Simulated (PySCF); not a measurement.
System: sum formula HSiOF2, net charge 0, doublet state. It need not be the lowest isomer of its formula. SMILES: O[Si](F)F
Structure (B3LYP-D3(BJ)/def2-TZVP (Ansatz) minimum search):
```
Si
F 1 1.5911
F 1 1.5995 2 107.42
O 1 1.6334 2 105.63 3 118.41
H 4 0.9619 1 119.05 2 -175.79
```
Charge 0, spin multiplicity 2.

Dispersion corrections to the total energy (kcal/mol) from the dftd3 and dftd4 libraries through PySCF: D3(BJ) without and D4 with the three-body term, each with the damping fitted for the functional named.

```json
[
 {"functional": "B2GP-PLYP", "D3(BJ)": "-1.18", "D4": "-0.72"},
 {"functional": "BLYP", "D3(BJ)": "-3.44", "D4": "-4.07"},
 {"functional": "HSE06", "D3(BJ)": "-1.00", "D4": "-1.36"},
 {"functional": "PW6B95", "D3(BJ)": "-0.79", "D4": "-1.70"},
 {"functional": "revPBE", "D3(BJ)": "(withheld)", "D4": "-5.89"},
 {"functional": "CAM-B3LYP", "D3(BJ)": "-1.20", "D4": "(withheld)"},
 {"functional": "B3LYP", "D3(BJ)": "(withheld)", "D4": "-2.91"}
]
```

**Question.** Fill in the missing entries.

**Answer.** 
- revPBE, D3(BJ): -3.98
- CAM-B3LYP, D4: -1.47
- B3LYP, D3(BJ): -2.82
